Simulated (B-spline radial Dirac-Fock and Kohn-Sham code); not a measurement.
## Kohn-Sham estimates against Dirac-Fock for the levels of Te

System: the free tellurium atom, configuration [Kr] 4d10 5s2 5p4.

The density-functional columns are spherical, spin-unpolarised Dirac-Kohn-Sham results without Breit or QED terms: −ε is minus the orbital energy of the initial state and ΔSCF the difference of two total energies, and "half-occupied" is minus the orbital energy with half an electron removed (Slater transition state). The reference in the last column comes from multi-electron Dirac-Fock with separately optimised hole states, Breit and Lamb-shift corrections added in first order. All numbers are from a radial atomic solver, in eV; a selection of levels is shown. For the 1s level of heavy atoms much of the gap between ΔSCF and the reference is the Breit and QED part, -109.1 eV here; for other levels the error of the functional can be larger.

| level | PBE ΔSCF | LDA −ε | LDA ΔSCF | LDA half-occupied | Dirac-Fock |
| --- | --- | --- | --- | --- | --- |
| K | 31957.2 | 31568.7 | 31920.3 | 31921.1 | 31821.7 |
| L1 | 4906.7 | 4840.5 | 4902.5 | 4902.3 | 4955.0 |
| L2 | 4616.9 | 4537.8 | 4615.3 | 4615.1 | 4622.5 |
| L3 | 4337.3 | 4263.7 | 4336.1 | 4335.9 | 4351.6 |
| M1 | 984.6 | 962.8 | 983.3 | 983.2 | 1019.2 |
| M2 | 859.7 | 838.1 | 859.3 | 859.2 | 882.4 |
| M3 | 807.7 | 787.0 | 807.4 | 807.3 | 830.8 |
| M4 | 588.6 | 566.0 | 588.8 | 588.7 | 591.9 |
| M5 | 577.6 | 555.4 | 577.9 | 577.7 | 581.5 |
| N1 | 173.3 | 163.8 | 172.9 | 172.8 | 187.3 |
| N2 | 129.8 | 120.9 | 129.7 | 129.6 | 138.5 |
| N4 | 50.14 | 42.54 | 50.21 | 50.13 | 49.43 |
| N5 | 48.60 | 41.07 | 48.67 | 48.58 | 47.98 |
| O1 | 19.55 | 15.34 | 19.83 | 19.78 | 19.49 |
| O2,3 | 9.75 | 6.13 | 9.93 | 9.89 | 8.92 |

Problem. Order the estimates of the K (1s) level by their distance from the Dirac-Fock value, nearest first.
A. LDA half-occupied
B. PBE ΔSCF
C. LDA −ε
D. LDA ΔSCF

Solution. D (98.6 eV), A (99.3 eV), B (135.5 eV), C (253.1 eV).

Values without a named source are computed, but for edge energies of neutral atoms, which are taken from tables.
